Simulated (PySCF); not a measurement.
NMR data simulated for an unnamed compound:

1H NMR (300 MHz, computed): δ 4.22 (t, 1H), 3.68 (s, 6H), 3.59 (d, 2H).

13C{1H} NMR (computed): δ 112.0 (CH), 59.6 (CH3), 54.0 (CH2).

One conformer, no relativistic terms, fast rotation and ring inversion assumed for equivalent nuclei, gas phase. NMR shieldings at PBE0/pcSseg-1/GIAO; geometry: GFN2-xTB; PySCF.

References, each an isolated molecule treated in the same way: 1H (σ = 31.72 ppm), 13C (σ = 186.93 ppm) vs TMS.

Q: Which of these does the molecule contain: an ester, a non-aromatic C=C double bond, a ketone, a methoxy group?

A: 
- An ester: no.
- A non-aromatic C=C double bond: no.
- A ketone: no.
- A methoxy group: yes (δC 59.6; δH 3.68 (s)).

The data belong to chloroacetaldehyde dimethyl acetal (COC(CCl)OC, C4H9ClO2); they needn't prove each group on their own.

Carbon signals by region: 1 in the sp2 and nitrile region (100–160 ppm), 2 at 50–100 ppm.

Carbons that carry Cl, above all several Cl atoms, come out too deshielded, partly because spin–orbit coupling is missing. Shifts are as computed. Against solution values, carbons near 30 ppm lie about +3 ppm off and those near 130 ppm about +5 ppm; carbons on Cl a further +6 ppm (rms about the fit 2.1 ppm; single classes can miss by 10 ppm). Of 1328 compounds with measured shifts, 309 miss one by over three times the rms of a fit or turn the order of signals round; such compounds aren't used in these exercises. Signals without a measured value on file couldn't be tested in this way; 1H shifts scatter by 0.2 ppm about their fit, and single ones miss by 0.5 ppm. No couplings were computed; multiplicities are counted from neighbouring protons, with m where these are inequivalent, close in shift, in a saturated or five-membered ring or joined by F or P, and br s for small geminal =CH2 splittings.
